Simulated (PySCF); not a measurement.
Spinor energies of Re⁵⁶⁺ (rhenium, charge +56)

Start: [Ar] 3d1; 3d3/2 filled at m_j = +3/2. Calculated with PySCF 2.14 in an even-tempered Gaussian basis (15 s from 16 bohr⁻², ratio 2.8; 12 p from 21 bohr⁻², ratio 2.8; 8 d from 21 bohr⁻², ratio 2.8; 3 f from 65 bohr⁻², ratio 3): generalised Hartree-Fock with the X2C-1e Hamiltonian and a Gaussian nucleus; one run each with spin-orbit coupling (SO) switched off, then screened by Boettger's factors.

| spinor shell | electrons | ε, spin-free (eV) | ε, screened SO (eV) | weight of nominal j (screened SO) | rms radius, screened SO (bohr) |
| --- | --- | --- | --- | --- | --- |
| 1s1/2 | 2 | -76100.9 | -76077.3 | 1.000 | 0.0204 |
| 2s1/2 | 2 | -16551.7 | -16543.7 | 1.000 | 0.0816 |
| 2p1/2 | 2 | -14963.6 | -16012.1 | 1.000 | 0.0692 |
| 2p3/2 | 4 | -14963.6 | -14538.8 | 1.000 | 0.0764 |
| 3s1/2 | 2 | -6381.3 | -6378.8 | 1.000 | 0.200 |
| 3p1/2 | 2 | -5896.2 | -6166.7 | 1.000 | 0.190 |
| 3d3/2 | 1 | -5483.5 | -5532.8 | 1.000 | 0.173 |

Problem. Where does 3p3/2 lie, and what is the 3p spin-orbit splitting (screened SO)?

Solution. At -5784.5 eV, 382.22 eV above 3p1/2.

```
   quantity     spin-free   screened SO
E (hartree)  -13523.33930  -13545.34797
        M_J           3/2           3/2
       ⟨J²⟩         3.954         3.750
       ⟨L²⟩         6.000         6.060
       ⟨S²⟩         0.750         0.810
```

Each row is a mean over spinors that exchange with the open shell spreads, by up to 26.048 eV (3p1/2).

Breit and QED terms are absent; they matter most for the inner s and p1/2 levels.

Densities and radii are taken from the X2C orbitals without a picture-change correction, which distorts them close to the nucleus.

Without spin-orbit coupling the j labels of p, d and f shells carry no meaning; the spin-free column gives the mean over the occupied spinors of each nl shell, and its ⟨J²⟩ belongs to a mixture of degenerate components.
